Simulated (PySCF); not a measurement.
Cl₃La, charge +1, doublet, at a GFN2-xTB geometry (such geometries of metal compounds can be far from the true shape) (the multiplicity is a formal guess) (core potentials on La). Base run: PySCF with B3LYP/def2-SV(P).

PySCF was given this input:
```python
from pyscf import gto, scf, dft

mol = gto.M(
    atom='''
La    0.107624   -0.300283   -0.770851
Cl   -1.965824   -0.743943    0.618337
Cl    0.203236    2.019036    0.453968
Cl    1.401731   -0.268260    1.512311
''',
    basis='def2-sv(p)',
    ecp={'La': 'def2-sv(p)'},
    charge=1,
    spin=1,
    verbose=5,
)

mf = dft.UKS(mol)
mf.xc = 'b3lyp'
mf.kernel()
```

Each row names what was changed in the base input (with any setting that the change needs).

| change | basis functions | E (Eh) | HOMO (eV) |
|---|---|---|---|
| base | 79 | -1411.68139 | -12.75 |
| basis = jorge-DZP-DKH; relativity = none (without ecp={'La': 'def2-sv(p)'}) | 125 | -9511.87754 | -12.88 |
| basis = jorge-DZP-DKH; relativity = spin-free X2C; nucleus = Gaussian (with nucmod='G'; without ecp={'La': 'def2-sv(p)'}) | 125 | -9874.51946 | -12.74 |
| basis = x2c-TZVPall; relativity = spin-free X2C (without ecp={'La': 'def2-sv(p)'}) | 192 | -9877.84634 | -12.72 |
| basis = ANO-RCC-VDZP; relativity = spin-free X2C (without ecp={'La': 'def2-sv(p)'}) | 122 | -9877.60223 | -12.75 |
| basis = x2c-TZVPall; relativity = spin-free X2C; nucleus = Gaussian (with nucmod='G'; without ecp={'La': 'def2-sv(p)'}) | 192 | -9877.51446 | -12.72 |
| basis = x2c-TZVPall; relativity = none (without ecp={'La': 'def2-sv(p)'}) | 192 | -9486.30658 | -12.90 |
| basis = jorge-DZP-DKH; relativity = spin-free X2C (without ecp={'La': 'def2-sv(p)'}) | 125 | -9874.82640 | -12.74 |
| basis = ANO-RCC-VDZP; relativity = spin-free X2C; nucleus = Gaussian (with nucmod='G'; without ecp={'La': 'def2-sv(p)'}) | 122 | -9877.21671 | -12.75 |
| basis = ANO-RCC-VDZP; relativity = none (without ecp={'La': 'def2-sv(p)'}) | 122 | -9221.66509 | -13.38 |

Total energies compare only within one method and basis.

Open shells are given as the SCF converged; they aren't shown to be the lowest states, and a large step between rows can be another state.

Basis sets contracted for a relativistic Hamiltonian are a mismatch without it, so the rows without relativity aren't non-relativistic limits. No row has spin-orbit coupling; sets with core potentials leave out the core electrons.
